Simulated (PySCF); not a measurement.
# Al 2p3/2 core levels and what the atom is bonded to

Gas-phase molecules, one conformer each, relaxed by PBE0-D3(BJ)/def2-SVP with no frequency check. Core levels by delta-SCF with SCAN, pcX-2 on the ionised atom and pcseg-1 elsewhere, spin-free X2C (2p3/2 is the spin-free 2p value less a third of a first-order spin-orbit splitting); energies from the vacuum level.

```csv
structure (SMILES),Al bonded to,mean electronegativity of these (Pauling),Al 2p3/2 (eV)
[GeH3][AlH-]1[AsH2+][AlH2-][AsH2+]1,2 As + 1 Ge + 1 H,2.14,79.70
[AlH-]12[PH+]3[AlH-]4[PH+]1[AlH-]1[PH+]2[AlH-]3[PH+]41,3 P + 1 H,2.19,79.77
[Cl][AlH-]1[NH2+][AlH2-][NH2+][AlH2-][NH2+]1,1 Cl + 2 N + 1 H,2.86,80.49
[Cl][Al-]1([Cl])[S][Si](Cl)(Cl)[SH+]1,2 Cl + 2 S,2.87,81.90
[OH][Al-]1([OH])[OH+][Al-]([OH])([GeH3])[OH+]1,1 Ge + 3 O,3.08,80.63
[Cl][Al-]1([Cl])[OH+][Al-]([Cl])([Cl])[OH+]1,2 Cl + 2 O,3.30,82.50
[F][Al-]1([F])[F+][Al-]([F])([SH])[F+]1,3 F + 1 S,3.63,?
[F][Al-]1([F])[F+][Al-]([F])([Cl])[F+]1,1 Cl + 3 F,3.78,83.87
```

Task: Fit a straight line to the complete rows and predict the core level of Al in [F][Al-]1([F])[F+][Al-]([F])([SH])[F+]1, bonded to 3 F + 1 S.

Result: E = 74.312 + 2.407·χ (7 points, rms 0.60 eV, correlation 0.908). At 3.63 this gives 83.05 eV; the calculation itself gave 83.21 eV, so the fit is off by 0.16.

For scale, for [F][Al-]1([F])[F+][Al-]([F])([SH])[F+]1: run time: 30 s on 1 thread of Arm Neoverse V1 (aarch64), shared host, peak memory 0.67 GiB, launched as `OMP_NUM_THREADS=1 python cluster_run.py task.json out`.
